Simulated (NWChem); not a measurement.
Atomisation of arsenic trifluoride (AsF₃)

```xyz
4

F      0.7389    -0.4892     1.2818
As     0.0009     0.3989     0.0000
F      0.7389    -0.4892    -1.2818
F     -1.4811    -0.4842     0.0000
```
Charge 0, spin multiplicity 1.

Program: NWChem. The geometry was optimised at PBE0/def2-SVP, a minimum by its harmonic frequencies.

Basis set: def2-TZVP. The atomisation energy is electronic alone: no zero-point, thermal, spin-orbit or counterpoise terms. No value is extrapolated to the basis-set limit. Free atoms are single determinants with multiplicities F 2, As 4. Correlated methods freeze the same cores in atoms and molecule, 12 orbitals in all.

```csv
method,atomisation energy (kcal/mol),relative cost
BP86,339.0,under 3
PBE,340.5,under 3
LDA (SVWN5),403.8,under 3
MP2,329.3,under 3
M06-2X,322.4,under 3
B3LYP,320.5,under 3
HF,190.4,under 3
BHandHLYP,292.8,1
PBE0,316.1,under 3
```

The values span 213.3 kcal/mol, from HF (lowest) to LDA (SVWN5) (highest). Costs are rough ratios of processor time within this set of runs, SCF included, with BHandHLYP as 1. Costs are the molecule's.

The Hamiltonian is non-relativistic. B3LYP has NWChem's definition, with VWN1-RPA local correlation. The stability of the SCF solutions was not checked. Open-shell Hartree-Fock references start from PBE0 orbitals; any time given for them includes that run.
